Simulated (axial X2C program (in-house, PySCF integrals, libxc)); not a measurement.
# How the levels of RhOH (d8 s0 orbitals) move with the bond length

Computed with an in-house all-electron X2C program for linear molecules (integrals from PySCF): two-component X2C with atomic mean-field Coulomb and Gaunt terms, basis Rh dyall-v3z, O dyall-av3z, H dyall-v3z (cores contracted in-house). Orbitals come from Hartree–Fock averaged over the configuration Rh d8 s0; CI then distributes these electrons over the d, s shells of Rh.

At Rh–O–H held linear, bonds 2.007 and 0.950 Å (the second held):

| Ω | energy (cm⁻¹) | g∥ | μ (D) | configuration |
| --- | --- | --- | --- | --- |
| 0 | 0 | 0.00 | -4.69 | 100% d8 |
| 1 | 40 | 2.56 | -4.68 | 100% d8 |
| 2 | 204 | 5.37 | -4.67 | 100% d8 |
| 3 | 805 | 7.80 | -4.68 | 100% d8 |
| 4 | 1858 | 10.00 | -4.76 | 100% d8 |
| 0 | 2112 | 0.00 | -4.65 | 100% d8 |
| 1 | 2422 | 2.64 | -4.67 | 100% d8 |
| 2 | 2660 | 4.47 | -4.66 | 100% d8 |
| 0 | 3303 | 0.00 | -4.65 | 100% d8 |
| 1 | 3734 | 0.83 | -4.66 | 100% d8 |
| 3 | 3855 | 6.20 | -4.74 | 100% d8 |
| 2 | 5175 | 2.21 | -4.74 | 100% d8 |
| 0 | 9237 | 0.00 | -4.62 | 100% d8 |
| 1 | 10370 | 2.02 | -4.66 | 100% d8 |

g∥ is the magnitude of 2⟨Lz + ge Sz⟩ for the +Ω component. μ is positive if the H end is positive. The lowest 14 levels at most are listed.

At Rh–O–H held linear, bonds 1.937 and 0.950 Å (the second held):

```csv
Ω,energy (cm⁻¹),g∥,μ (D),configuration
0,0,0.00,-4.23,100% d8
1,59,2.61,-4.23,100% d8
2,275,5.44,-4.21,100% d8
3,996,7.79,-4.22,100% d8
4,1953,10.00,-4.33,100% d8
0,2127,0.00,-4.19,100% d8
1,2448,2.73,-4.22,100% d8
2,2790,4.41,-4.20,100% d8
0,3267,0.00,-4.20,100% d8
1,3846,0.69,-4.20,100% d8
3,3958,6.21,-4.31,100% d8
2,5288,2.21,-4.31,100% d8
0,8920,0.00,-4.12,100% d8
1,10071,2.01,-4.20,100% d8
```

The lowest level lies 275 cm⁻¹ above the lowest at the first distance.

Q: How does the gap from the lowest to the fifth level change between the two distances?

A: From 1858 to 1953 cm⁻¹, a factor of 1.05.

There is no dynamic correlation: spin–orbit spacings and, for f shells, spacings inside one term are the most reliable numbers, splittings between terms come out too wide, and energies between configurations are not reliable, so the lowest level need not be the ground state of the molecule. For d shells the ligand-field splittings (σ, π, δ) and their order can be off by a thousand cm⁻¹ or more. At most 4 roots were kept for each Ω > 0 (twice that for Ω = 0) within 3.2 eV of the lowest, so higher up levels can be missing between those listed; levels with Ω > 0 are doubly degenerate and listed once, Ω = 0 levels singly. States that fill the shells left empty in the average are placed too high. The molecule was held linear; bending was not examined.
